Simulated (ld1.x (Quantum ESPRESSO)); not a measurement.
**W (Z = 74) ultrasoft: all-electron and pseudo phase curves**

W (Z = 74), ultrasoft, made with ld1.x (Quantum ESPRESSO) 7.5 (PBE, fully relativistic). Core [Xe] 4f14, reference 5d4 6s0.5 6p0 (charge +1.5). Waves: 6s (bound): rcut 1.85, rcutus 2.50 bohr; 6s channel at -0.5 Ry: rcut 1.85, rcutus 2.50 bohr; 6p (bound, empty): rcut 2.30, rcutus 2.85 bohr; 6p channel at 0.55 Ry: rcut 2.30, rcutus 2.85 bohr; 5d (bound): rcut 2.15, rcutus 2.80 bohr; 5d channel at -0.6 Ry: rcut 2.15, rcutus 2.80 bohr. Local part: all-electron potential smoothed inside 2.35 bohr (lloc = -1). Core correction: none. Augmentation charge: built from norm-conserving waves at rcut, not smoothed further.

Open shells are filled in proportion to 2j + 1 (rel_dist='average').

The phase is arctan(r·u′/u) with u = r·R(r), unwrapped; energies in Ry, scanned from -3 to 5 Ry. A pole is an energy at which the radial function vanishes at the test radius. The pseudo phase is shifted by a multiple of π to meet the all-electron one at the reference energy, and phase errors are pseudo minus all-electron; the curves can meet again beyond the range given. Levels narrower than the energy grid can be missing from the lists of poles.

A narrow feature of the pseudo curve, probably an extra level, lies near -0.06 Ry in the p3/2 channel; the grid steps over it, so the window and error are not given (n/a).

| channel | radius (bohr) | reference energy (Ry) | poles, all-electron | poles, pseudo | unbroken range about the reference energy with phases within 0.05 rad | phase error 1 Ry above the reference energy (rad) |
| --- | --- | --- | --- | --- | --- | --- |
| s | 3.09 | -1.15 | 0.06 | 0.06 | below 2.5 | +0.000 |
| p1/2 | 3.09 | -0.77 | 1.02 | 1.02, 3.38 | below 2.7 | -0.000 |
| p3/2 | 3.09 | -0.70 | 1.43 | 1.46 | n/a | n/a |
| d3/2 | 3.09 | -1.19 | -0.94, 3.47 | -0.94, 2.80 | below 0.6 | -0.001 |
| d5/2 | 3.09 | -1.13 | -0.85, 3.59 | -0.85, 3.26 | below 0.9 | -0.000 |

Phases in the d5/2 channel:

```json
{"E (Ry)": "-3.00", "all-electron": "1.345", "pseudo": "1.345"}
{"E (Ry)": "-2.76", "all-electron": "1.329", "pseudo": "1.329"}
{"E (Ry)": "-2.52", "all-electron": "1.309", "pseudo": "1.309"}
{"E (Ry)": "-2.28", "all-electron": "1.281", "pseudo": "1.281"}
{"E (Ry)": "-2.04", "all-electron": "1.240", "pseudo": "1.240"}
{"E (Ry)": "-1.80", "all-electron": "1.169", "pseudo": "1.169"}
{"E (Ry)": "-1.56", "all-electron": "1.007", "pseudo": "1.007"}
{"E (Ry)": "-1.32", "all-electron": "0.261", "pseudo": "0.260"}
{"E (Ry)": "-1.08", "all-electron": "-1.272", "pseudo": "-1.272"}
{"E (Ry)": "-0.84", "all-electron": "-1.579", "pseudo": "-1.579"}
{"E (Ry)": "-0.60", "all-electron": "-1.693", "pseudo": "-1.693"}
{"E (Ry)": "-0.36", "all-electron": "-1.768", "pseudo": "-1.768"}
{"E (Ry)": "-0.12", "all-electron": "-1.837", "pseudo": "-1.838"}
{"E (Ry)": "0.12", "all-electron": "-1.917", "pseudo": "-1.918"}
{"E (Ry)": "0.36", "all-electron": "-2.027", "pseudo": "-2.031"}
{"E (Ry)": "0.60", "all-electron": "-2.207", "pseudo": "-2.219"}
{"E (Ry)": "0.84", "all-electron": "-2.553", "pseudo": "-2.590"}
{"E (Ry)": "1.08", "all-electron": "-3.197", "pseudo": "-3.279"}
{"E (Ry)": "1.32", "all-electron": "-3.845", "pseudo": "-3.917"}
{"E (Ry)": "1.56", "all-electron": "-4.194", "pseudo": "-4.242"}
{"E (Ry)": "1.80", "all-electron": "-4.371", "pseudo": "-4.407"}
{"E (Ry)": "2.04", "all-electron": "-4.475", "pseudo": "-4.504"}
{"E (Ry)": "2.28", "all-electron": "-4.542", "pseudo": "-4.569"}
{"E (Ry)": "2.52", "all-electron": "-4.590", "pseudo": "-4.616"}
{"E (Ry)": "2.76", "all-electron": "-4.627", "pseudo": "-4.653"}
{"E (Ry)": "3.00", "all-electron": "-4.657", "pseudo": "-4.683"}
{"E (Ry)": "3.24", "all-electron": "-4.681", "pseudo": "-4.710"}
{"E (Ry)": "3.48", "all-electron": "-4.703", "pseudo": "-4.735"}
{"E (Ry)": "3.72", "all-electron": "-4.723", "pseudo": "-4.759"}
{"E (Ry)": "3.96", "all-electron": "-4.742", "pseudo": "-4.784"}
{"E (Ry)": "4.20", "all-electron": "-4.760", "pseudo": "-4.811"}
{"E (Ry)": "4.44", "all-electron": "-4.778", "pseudo": "-4.842"}
{"E (Ry)": "4.68", "all-electron": "-4.798", "pseudo": "-4.880"}
{"E (Ry)": "4.92", "all-electron": "-4.820", "pseudo": "-4.931"}
```
